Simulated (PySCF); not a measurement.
C4H11B (SMILES CCBCC), singlet, geometry from GFN2-xTB. Base run: PySCF with CAMB3LYP/6-31G, polarisability.

Here is a job for PySCF.
```python
from pyscf import gto, scf, dft
from pyscf.prop import polarizability

mol = gto.Mole()
mol.atom = '''
    B    -0.27794381    0.55834429    0.57987239
    H    -0.78443988    1.49683522    1.06981439
    C    -0.31485958    0.35079657   -0.98021802
    C    -1.01526720    1.44121300   -1.79298001
    H    -0.79306949   -0.60978912   -1.19935265
    H     0.70806210    0.23834910   -1.35414821
    H    -0.52778542    2.40169757   -1.64192085
    H    -2.05421444    1.53809015   -1.48614290
    H    -0.99446267    1.21265013   -2.85770032
    C     0.43014854   -0.47676559    1.53515544
    C     1.09522206   -1.69685026    0.89795770
    H    -0.30364816   -0.82356149    2.27103148
    H     1.17850631    0.05794943    2.13024505
    H     1.87624886   -1.39085441    0.20563596
    H     0.36674879   -2.28800490    0.34773534
    H     1.54631016   -2.33544550    1.65595008
'''
mol.basis = '6-31g'
mol.verbose = 3
mol.build()

mf = dft.RKS(mol)
mf.xc = 'camb3lyp'
mf.kernel()
alpha = mf.Polarizability().polarizability()[2, 2]
print('alpha_zz =', alpha)
```

The base run was repeated with changes; each row names its change, and settings that it needs were set with it.

| change | alpha_zz (bohr³) | basis functions | core-seconds (rough) |
|---|---|---|---|
| base | 56.57 | 67 | 50 |
| finite field (a.u.) = 2e-4; conv_tol = 1e-11 | 56.57 | 67 | 80 |
| finite field (a.u.) = 0.005; conv_tol = 1e-11 | 56.58 | 67 | 50 |
| basis = def2-SVP | 59.84 | 125 | 100 |
| finite field (a.u.) = 0.02; conv_tol = 1e-11 | 56.70 | 67 | 60 |
| basis = 6-31+G* | … | … | 100 |
| finite field (a.u.) = 0.001; conv_tol = 1e-6 | 56.47 | 67 | 40 |
| functional = pbe | 59.41 | 67 | 30 |
| finite field (a.u.) = 0.001; conv_tol = 1e-11 | 56.57 | 67 | 60 |
| functional = lda,vwn | 60.43 | 67 | 20 |
| finite field (a.u.) = 0.05; conv_tol = 1e-11 | 57.50 | 67 | 60 |
| basis = STO-3G | 30.51 | 36 | 20 |

Problem. Some entries are withheld; supply them.

Solution. 
- basis = 6-31+G*, alpha_zz (bohr³): 63.20
- basis = 6-31+G*, basis functions: 112

Finite-field rows take the second difference of the energy in a field along z; a small field with loose convergence shows SCF noise divided by the square of the field, and a large one adds hyperpolarisability.
